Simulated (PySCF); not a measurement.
A structure optimised at PBE-D3(BJ)/def2-TZVP, used in a PySCF frequency run:

```
Mg
Cl 1 2.1820
Cl 1 2.1820 2 180.00
```

Problem. Write its SMILES, formula and point group.

Solution. [Cl][Mg][Cl], Cl2Mg, D∞h

Problem. What are its rotational constants (standard atomic weights)?

Solution. 1.4972 GHz (linear rotor, B only)
